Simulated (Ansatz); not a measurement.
A CCSD(T) single point on CH5ClGeOS, SMILES `O[CH](Cl)[GeH2][SH]`.

```yaml
crystal:
  periodic: [false, false, false]
  atoms:
    - {symbol: O, position_ang: [1.327053, 0.773971, 0.575238]}
    - {symbol: C, position_ang: [0.103340, 0.255194, 0.933421]}
    - {symbol: Cl, position_ang: [0.231110, -0.867110, 2.358327]}
    - {symbol: Ge, position_ang: [-0.601416, -0.801799, -0.584899]}
    - {symbol: S, position_ang: [-0.852842, 0.552241, -2.325907]}
    - {symbol: H, position_ang: [1.637275, 1.378977, 1.257973]}
    - {symbol: H, position_ang: [-0.605720, 1.019999, 1.258023]}
    - {symbol: H, position_ang: [-1.999993, -1.325851, -0.245003]}
    - {symbol: H, position_ang: [0.397333, -1.928567, -0.875688]}
    - {symbol: H, position_ang: [0.447160, 0.891744, -2.348585]}
basis:
  gaussian: {orbitals: def2-SVP}
correlation: {method: ccsd_t}
```

```sh
$ ansatz run in.yaml --threads 4 --pin off --events-out ev --progress --plain --max-ram 10444MiB
```

Output of Ansatz, abridged:

```
Functional definition: HF
1170 factors; integrals over basis functions are off by at most 1.2e-3 eV
mean field evaluation 1: about -82922.1695 eV, gradient 3.0e1 eV
mean field evaluation 2: about -82922.2435 eV, gradient 3.0e1 eV
mean field evaluation 4: about -82924.6250 eV, gradient 3.3e0 eV
mean field evaluation 8: about -82924.6686 eV, gradient 1.6e-4 eV
mean field -82924.66857976 eV, -3047.4253619471 hartree, gradient 8.1e-6 eV, S^2 0.000000; 0 other end points of the search recorded, 0 dependent functions left out
21 core orbitals not correlated: weight in the atoms' cores, before any rotation towards them, 1.000 or more for the frozen orbitals, at most 0.000 for the correlated occupied ones
reference -82924.66857976 eV, -3047.4253619471 hartree; 21, 21 occupied and 79, 79 virtual orbitals, 1170 factors
second order -22.33966214 eV of doubles, -0.00000000 eV of singles
cycle   1  -22.84718891 eV  change   -5.1e-1 eV  update   1.1e-1
cycle   2  -23.47124363 eV  change   -6.2e-1 eV  update   3.1e-2
cycle   3  -23.57610900 eV  change   -1.0e-1 eV  update   1.4e-2
cycle   4  -23.56970402 eV  change    6.4e-3 eV  update   3.1e-3
cycle   5  -23.57004445 eV  change   -3.4e-4 eV  update   1.3e-3
cycle   6  -23.56983955 eV  change    2.0e-4 eV  update   4.2e-4
cycle   7  -23.56960151 eV  change    2.4e-4 eV  update   1.8e-4
cycle   8  -23.56962638 eV  change   -2.5e-5 eV  update   5.7e-5
cycle   9  -23.56964138 eV  change   -1.5e-5 eV  update   2.1e-5
perturbative correction -0.65406290 eV, -0.0240363684 hartree
Total energy: -82948.89228404 eV, -3048.3155666600 hartree
```

Run time 10 s (4 threads of an Arm Neoverse V2 on a shared host); peak host memory 0.65 GiB.

MP2 recovers 92.2 % of the CCSD(T) correlation energy and the triples give 2.7 %; T1 = 0.0102.
